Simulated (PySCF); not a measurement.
## RuCl₃⁺, singlet: computed properties

Method: B3LYP in PySCF with Ru def2-SVP with ECP28, Cl def2-SVP; scalar-relativistic core potentials, no spin–orbit coupling; density-fitted integrals.

The structure is a minimum.

```xyz
4
charge 1 multiplicity 1, angstrom
Ru    0.0679    0.0000    0.0000
Cl    2.1921    0.0000    0.0000
Cl   -1.1952    1.7362    0.0000
Cl   -1.1952   -1.7362    0.0000
```

```json
{
 "Point group": "C2v",
 "Bond lengths": "Ru–Cl 2.124 Å, Ru–Cl 2.147 Å (×2)",
 "Bond angles": "Cl–Ru–Cl 107.9°, Cl–Ru–Cl 126.0° (×2)",
 "Highest occupied level": "-13.41 eV",
 "Principal polarisabilities": "34.7, 87.1, 89.0 bohr³",
 "Lowest empty level": "-11.80 eV",
 "Enthalpy at 298.15 K above 0 K": "18.10 kJ/mol",
 "Zero-point energy": "9.5 kJ/mol",
 "Entropy at 298.15 K and 1 bar": "350.5 J/(mol K)",
 "Rotational symmetry number": "2",
 "Heat capacity Cp at 298.15 K": "75.0 J/(mol K)",
 "Principal quadrupole moments (Buckingham, traceless) about the centre of mass": "-11.05, 2.67, 8.38 D Å",
 "Rotational constants": "0.07997, 0.0628, 0.03518 cm⁻¹",
 "Dipole moment about the centre of mass": "0.66 D"
}
```

Harmonic modes (masses in u: Ru 101.904, Cl 34.969):
```json
{"symmetry": "b1", "ω (cm⁻¹)": "40", "IR (km/mol)": "0.1", "μ (u)": "52.35", "type": "bend"}
{"symmetry": "b2", "ω (cm⁻¹)": "71", "IR (km/mol)": "1.9", "μ (u)": "40.50", "type": "bend"}
{"symmetry": "a1", "ω (cm⁻¹)": "142", "IR (km/mol)": "0.6", "μ (u)": "37.96", "type": "bend"}
{"symmetry": "a1", "ω (cm⁻¹)": "406", "IR (km/mol)": "2.7", "μ (u)": "35.00", "type": "stretch"}
{"symmetry": "b2", "ω (cm⁻¹)": "433", "IR (km/mol)": "77.3", "μ (u)": "43.49", "type": "stretch"}
{"symmetry": "a1", "ω (cm⁻¹)": "492", "IR (km/mol)": "45.4", "μ (u)": "46.84", "type": "stretch"}
```

In C2v the vibrations span b1 + 2b2 + 3a1. Here b1 is antisymmetric to the molecular plane and b2 lies in it.

Charges (e):
```json
{"atom": "Ru1", "Mulliken": "0.48", "Löwdin": "-0.53", "polar tensor": "1.53", "Mayer order to Ru1": "–"}
{"atom": "Cl2", "Mulliken": "0.18", "Löwdin": "0.54", "polar tensor": "-0.19", "Mayer order to Ru1": "1.58"}
{"atom": "Cl3,4", "Mulliken": "0.17", "Löwdin": "0.50", "polar tensor": "-0.17", "Mayer order to Ru1": "1.46"}
```

Mulliken populations on Ru1 (electrons outside its core potential): s 2.49, p 6.44, d 6.58, f 0.01.

Only a few start shapes were tried, so a lower isomer may exist. At this level a quintet minimum of C2v symmetry lies 95 kJ/mol below this structure. At the minimum of this search the closed-shell solution is unstable towards spin polarisation, so a lower open-shell solution exists.

The final relaxation and frequency run took 40 s on 2 threads of a shared Arm Neoverse V2 host, with 85 basis functions and 12 gradients; the process peaked at 1 GiB.
